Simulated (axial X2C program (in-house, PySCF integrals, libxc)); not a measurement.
AlCd: from the spin-free to the two-component result

Calculated with an in-house all-electron X2C program for linear molecules (integrals from PySCF). Spin-free means the one-electron spin-free X2C Hamiltonian; two-component (2c) means X2C with spin–orbit coupling and atomic mean-field two-electron Coulomb and Gaunt terms, so the difference of the two also holds small scalar two-electron terms. Basis: Cd dyall-cv3z [12s12p8d5f3g], Al dyall-v3z [8s8p2d1f] (cores contracted in-house); Gaussian nuclei, density fitting, unrestricted open shells. Masses: Cd 113.903 u, Al 26.982 u.

Spin-free state: M_S = 1/2, Λ = 1 (beyond evenly filled blocks: π+α); fragments Cd + Al.

```csv
level,Re (Å),ωe (cm⁻¹),De (eV),μ (D)
PBE0,2.846,149.8,0.315,-0.93
TPSS,2.807,160.4,0.282,-0.99
```

Dipoles are positive if Al is the positive end.

Question: Within this multiplet, which Ω should lie lowest by the rule for regular and inverted multiplets?

Answer: The open π shell holds one electron, so the multiplet is regular: Ω = Λ − 1/2 = 1/2. The PBE0 2c search agrees, though Ω = 3/2 of the search lies only 0.03 eV higher.

Two-component determinant lowest at the distance of the search:

Ω = 1/2 (⟨Sz⟩ = -0.50, ⟨Lz⟩ = 1.00 at PBE0); fragments Cd + Al.

| level | Re (Å) | ωe (cm⁻¹) | De (eV) | μ (D) |
| --- | --- | --- | --- | --- |
| PBE0 | 2.834 | 152.5 | 0.331 | -0.88 |
| TPSS | 2.796 | 163.1 | 0.300 | -0.93 |

Question: From the two tables, how do the constants change at the PBE0 level (2c against spin-free)?

Answer: At the PBE0 level Re decreases by 0.012 Å and ωe goes up by 2.7 cm⁻¹; De is not compared, since the atomic limits differ or miss part of their spin–orbit lowering.

The state is one determinant whose occupation by symmetry is held fixed; it was picked as the lowest of a PBE0 search that is not exhaustive. De is counted from the lowest determinant-based energies of the atoms at the same level, without counterpoise correction. Density functionals use the spin component along the axis (collinear). The 2c atoms are single determinants rather than J levels; their spin–orbit lowering is only partly caught, and De is too large by that part. This holds for PBE0, TPSS. PBE0 can misorder states that lie within some tenths of an eV, so this need not be the ground state of the molecule. The nearest other spin-free determinant of the search, M_S = 1/2, Λ = 0, lies 0.30 eV up at the distance of the search. The functionals have no current-density term, which raises determinants with orbital currents, atoms included. The atomic limit has a lower orbital projection than the molecule and lies lower at mean-field level, so De may be about a tenth of an eV too small.
